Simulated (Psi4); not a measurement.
heptane (C$_{7}$H$_{16}$), singlet, at a GFN2-xTB geometry. Base run: PBE0/STO-3G (Psi4).

Here is a job for Psi4.
```
memory 2 GB

molecule {
0 1
C    -3.79657911    0.31018279   -0.09302422
C    -2.52859005   -0.44769433    0.28079844
C    -1.26986507    0.30805409   -0.13814249
C     0.00516824   -0.44508087    0.23306704
C     1.26266402    0.31208889   -0.18659599
C     2.53889349   -0.43962086    0.18384503
C     3.78923514    0.32226845   -0.23815949
H    -4.68021131   -0.24471499    0.21383501
H    -3.84498247    0.46515586   -1.16877900
H    -3.81640519    1.28331727    0.39300469
H    -2.50827188   -0.61047697    1.36091689
H    -2.53684222   -1.42843999   -0.20048809
H    -1.29096536    0.47120627   -1.21843580
H    -1.26239514    1.28916566    0.34296226
H    -0.00246657   -1.42645242   -0.24770391
H     0.02609806   -0.60865296    1.31338885
H     1.27047720    1.29320102    0.29450218
H     1.24190698    0.47524162   -1.26689588
H     2.53185385   -1.42036458   -0.29746470
H     2.56042419   -0.60240157    1.26394028
H     3.79596070    0.47732934   -1.31496902
H     4.68572127   -0.22979326    0.03464170
H     3.82453797    1.29549075    0.24681466
}

set {
  basis sto-3g
}

energy('pbe0')
print_variables()
```

Each row names what was changed in the base input (with any setting that the change needs).

```json
[
 {"change": "base", "ΔE vs base (µEh)": "0.0", "SCF cycles": "6", "grid points": "482311", "basis functions": "51"},
 {"change": "df_basis_scf = def2-universal-jkfit", "ΔE vs base (µEh)": "0.0", "SCF cycles": "6", "grid points": "482311", "basis functions": "51"},
 {"change": "dft_radial_scheme = mura", "ΔE vs base (µEh)": "-0.6", "SCF cycles": "6", "grid points": "491189", "basis functions": "51"},
 {"change": "e_convergence = 1e-8", "ΔE vs base (µEh)": "0.0", "SCF cycles": "7", "grid points": "482311", "basis functions": "51"},
 {"change": "ints_tolerance = 1e-8", "ΔE vs base (µEh)": "0.0", "SCF cycles": "6", "grid points": "482311", "basis functions": "51"},
 {"change": "df_basis_scf = cc-pvtz-jkfit", "ΔE vs base (µEh)": "1651", "SCF cycles": "6", "grid points": "482311", "basis functions": "51"},
 {"change": "damping_percentage = 20", "ΔE vs base (µEh)": "-0.8", "SCF cycles": "14", "grid points": "482311", "basis functions": "51"},
 {"change": "guess = core", "ΔE vs base (µEh)": "0.0", "SCF cycles": "14", "grid points": "482311", "basis functions": "51"},
 {"change": "scf_type = mem_df", "ΔE vs base (µEh)": "0.0", "SCF cycles": "6", "grid points": "482311", "basis functions": "51"},
 {"change": "d_convergence = 1e-4", "ΔE vs base (µEh)": "0.0", "SCF cycles": "5", "grid points": "482311", "basis functions": "51"},
 {"change": "scf_type = out_of_core", "ΔE vs base (µEh)": "1911", "SCF cycles": "6", "grid points": "482311", "basis functions": "51"},
 {"change": "guess = modhuckel", "ΔE vs base (µEh)": "0.0", "SCF cycles": "9", "grid points": "482311", "basis functions": "51"},
 {"change": "guess = sapgau", "ΔE vs base (µEh)": "0.0", "SCF cycles": "6", "grid points": "482311", "basis functions": "51"}
]
```
